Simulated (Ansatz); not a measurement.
Geometry optimisation, Ansatz 0.2.0, RKS PBE0-D4/def2-SVP.

input.yaml

```yaml
crystal:
  periodic: [false, false, false]
  atoms:
    - { symbol: Ga, position_ang: [0.0, 0.0, 0.0] }
    - { symbol: O, position_ang: [0.0, 0.0, 2.14] }
    - { symbol: H, position_ang: [-0.9095, -0.2814, 2.4771] }
    - { symbol: H, position_ang: [1.3596, 0.0, -0.785] }
    - { symbol: H, position_ang: [-1.3596, 0.0, -0.785] }
    - { symbol: P, position_ang: [0.1161, 2.4551, 0.8167] }
    - { symbol: H, position_ang: [0.6765, 2.4949, 2.1208] }
    - { symbol: H, position_ang: [0.9275, 3.2117, -0.0697] }
    - { symbol: H, position_ang: [0.0597, 1.2634, 1.9686] }
basis:
  gaussian: { orbitals: def2-SVP }
hamiltonian:
  xc: pbe0
  dispersion: d4
relax:
  f_tol: 0.15
  max_steps: 25
  restrain:
    - { distance: [0, 5], at: 3.49, k: 30.0 }
    - { distance: [8, 1], at: 2.21, k: 30.0 }
    - { distance: [0, 1], at: 1.79, k: 30.0 }
    - { distance: [8, 5], at: 1.42, k: 30.0 }
```

Run as:

```bash
$ ansatz run input.yaml --threads 2 --pin off --max-ram 3072MiB --backend cpu --events-out ev --progress --plain --runs-dir out
```

Where does it end, and by what steps?

The forces met the threshold. The restraints hold the end off the free minimum. After 14 steps the energy has fallen by 2.404 eV (the restraints' own energy left out); H8 moved furthest, 1.25 Å. Parted: Ga1–P6 (2.59 → 3.49 Å).

| step | energy less start (eV) | largest force component (eV/Å) | accepted |
| --- | --- | --- | --- |
| 0 | 0.0000 | 4.170 | yes |
| 1 | 0.6390 | 3.375 | yes |
| 2 | 0.2982 | 2.600 | yes |
| 3 | -0.6549 | 1.792 | yes |
| 4 | -1.6547 | 1.340 | yes |
| 5 | -2.1440 | 0.827 | yes |
| 6 | -2.2590 | 0.375 | yes |
| 7 | -2.2965 | 0.608 | yes |
| 8 | -2.3186 | 0.316 | yes |
| 9 | -2.3314 | 0.249 | yes |
| 10 | -2.3535 | 0.241 | yes |
| 11 | -2.3611 | 0.547 | yes |
| 12 | -2.3875 | 0.220 | yes |
| 13 | -2.3939 | 0.404 | yes |
| 14 | -2.4039 | 0.285 | yes |

```xyz
9
Properties=species:S:1:pos:R:3
Ga 0.164 -0.109 0.109
O -0.234 -0.439 1.827
H -1.162 -0.644 1.983
H 1.693 -0.070 -0.191
H -1.031 0.029 -0.897
P 0.178 3.075 1.534
H 1.559 2.784 1.307
H -0.202 2.755 0.188
H -0.095 1.764 2.024
```

Time of the run: 39 s on 2 threads of Arm Neoverse V1, on a shared host, peak memory 0.2 GiB.
